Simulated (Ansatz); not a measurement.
Reaction (cleavage of the B–Si bond): `C[SiH](Cl)B[SiH3]` + silanol → `[SiH3]BO[SiH3]` + `C[SiH2]Cl`

Isolated molecules relaxed with PBE0-D4/def2-TZVP in Ansatz; ΔE leaves out vibrations. CCSD(T)/CBS adds triple-zeta CCSD(T) − MP2 to the extrapolated MP2 energy (def2 sets, frozen cores). DFT in def2-TZVPP. B3LYP here is the variant with VWN-RPA as its local correlation; programs differ in this. HSE06 is defined as in plane-wave codes. One conformer a species, not always the lowest.

```json
{"level": "LDA (SPW92)", "ΔE (kJ/mol)": "-147.7", "difference from CCSD(T)/CBS": "0.0"}
{"level": "PBE-D4", "ΔE (kJ/mol)": "-138.9", "difference from CCSD(T)/CBS": "8.8"}
{"level": "revPBE-D4", "ΔE (kJ/mol)": "-136.6", "difference from CCSD(T)/CBS": "11.1"}
{"level": "BLYP-D4", "ΔE (kJ/mol)": "-151.3", "difference from CCSD(T)/CBS": "-3.6"}
{"level": "r2SCAN-D4", "ΔE (kJ/mol)": "-146.5", "difference from CCSD(T)/CBS": "1.2"}
{"level": "PBE0-D4", "ΔE (kJ/mol)": "-141.0", "difference from CCSD(T)/CBS": "6.7"}
{"level": "B3LYP-D4", "ΔE (kJ/mol)": "-152.6", "difference from CCSD(T)/CBS": "-4.9"}
{"level": "r2SCANh-D4", "ΔE (kJ/mol)": "-147.0", "difference from CCSD(T)/CBS": "0.7"}
{"level": "r2SCAN0-D4", "ΔE (kJ/mol)": "-147.8", "difference from CCSD(T)/CBS": "-0.1"}
{"level": "HSE06-D4", "ΔE (kJ/mol)": "-141.1", "difference from CCSD(T)/CBS": "6.6"}
{"level": "BHLYP-D4", "ΔE (kJ/mol)": "-155.6", "difference from CCSD(T)/CBS": "-7.9"}
{"level": "CAM-B3LYP-D4", "ΔE (kJ/mol)": "-158.6", "difference from CCSD(T)/CBS": "-10.9"}
{"level": "ωB97X-V", "ΔE (kJ/mol)": "-149.0", "difference from CCSD(T)/CBS": "-1.3"}
{"level": "ωB97M-V", "ΔE (kJ/mol)": "-152.4", "difference from CCSD(T)/CBS": "-4.7"}
{"level": "B2PLYP", "ΔE (kJ/mol)": "-158.3", "difference from CCSD(T)/CBS": "-10.6"}
{"level": "PBE-QIDH", "ΔE (kJ/mol)": "-148.8", "difference from CCSD(T)/CBS": "-1.1"}
{"level": "PBE", "ΔE (kJ/mol)": "-142.8", "difference from CCSD(T)/CBS": "4.9"}
{"level": "BLYP", "ΔE (kJ/mol)": "-158.3", "difference from CCSD(T)/CBS": "-10.6"}
{"level": "r2SCAN", "ΔE (kJ/mol)": "-147.6", "difference from CCSD(T)/CBS": "0.1"}
{"level": "PBE0", "ΔE (kJ/mol)": "-144.6", "difference from CCSD(T)/CBS": "3.1"}
{"level": "B3LYP", "ΔE (kJ/mol)": "-158.9", "difference from CCSD(T)/CBS": "-11.2"}
{"level": "r2SCANh", "ΔE (kJ/mol)": "-148.3", "difference from CCSD(T)/CBS": "-0.6"}
{"level": "r2SCAN0", "ΔE (kJ/mol)": "-149.3", "difference from CCSD(T)/CBS": "-1.6"}
{"level": "HSE06", "ΔE (kJ/mol)": "-144.6", "difference from CCSD(T)/CBS": "3.1"}
{"level": "BHLYP", "ΔE (kJ/mol)": "-162.0", "difference from CCSD(T)/CBS": "-14.3"}
{"level": "LC-ωPBE", "ΔE (kJ/mol)": "-148.0", "difference from CCSD(T)/CBS": "-0.3"}
{"level": "RPA@PBE/def2-TZVPP", "ΔE (kJ/mol)": "-153.3", "difference from CCSD(T)/CBS": "-5.6"}
{"level": "HF/def2-SVP", "ΔE (kJ/mol)": "-173.8", "difference from CCSD(T)/CBS": "-26.1"}
{"level": "MP2/def2-SVP", "ΔE (kJ/mol)": "-173.0", "difference from CCSD(T)/CBS": "-25.3"}
{"level": "CCSD/def2-SVP", "ΔE (kJ/mol)": "-168.9", "difference from CCSD(T)/CBS": "-21.2"}
{"level": "CCSD(T)/def2-SVP", "ΔE (kJ/mol)": "-169.7", "difference from CCSD(T)/CBS": "-22.0"}
{"level": "SCS-MP2/def2-TZVPP", "ΔE (kJ/mol)": "-157.3", "difference from CCSD(T)/CBS": "-9.6"}
{"level": "CCSD/def2-TZVPP", "ΔE (kJ/mol)": "-151.6", "difference from CCSD(T)/CBS": "-3.9"}
{"level": "CCSD(T)/def2-TZVPP", "ΔE (kJ/mol)": "-150.6", "difference from CCSD(T)/CBS": "-2.9"}
{"level": "HF/def2-QZVPP", "ΔE (kJ/mol)": "-167.7", "difference from CCSD(T)/CBS": "-20.0"}
{"level": "MP2/def2-QZVPP", "ΔE (kJ/mol)": "-153.1", "difference from CCSD(T)/CBS": "-5.4"}
{"level": "SCS-MP2/def2-QZVPP", "ΔE (kJ/mol)": "-156.2", "difference from CCSD(T)/CBS": "-8.5"}
{"level": "HF/CBS(def2)", "ΔE (kJ/mol)": "-167.9", "difference from CCSD(T)/CBS": "-20.2"}
{"level": "MP2/CBS(def2)", "ΔE (kJ/mol)": "-151.3", "difference from CCSD(T)/CBS": "-3.6"}
{"level": "CCSD/CBS(def2)", "ΔE (kJ/mol)": "-148.7", "difference from CCSD(T)/CBS": "-1.0"}
{"level": "CCSD(T)/CBS", "ΔE (kJ/mol)": "-147.7", "difference from CCSD(T)/CBS": "0"}
```

Largest T1 diagnostic among the species: 0.014.

Leaving LDA and LC-ωPBE aside and taking each functional with its dispersion term where it has one, the values spread over 21.9 kJ/mol, from CAM-B3LYP-D4 to revPBE-D4. LDA lies −4.9 kJ/mol from PBE without D4. At CCSD(T), def2-SVP lies −22.0 kJ/mol from the extrapolated value and def2-TZVPP −2.9 kJ/mol. The D4 term adds +6.2 kJ/mol with B3LYP and +3.6 kJ/mol with PBE0; it sums over pairs of atoms, weighted by their polarisabilities, and B3LYP, whose exchange is more repulsive, gets the larger term.

CCSD(T)/CBS has its own doubt, a few kJ/mol and more with outer-core shells, so smaller differences from it don't rank the levels.
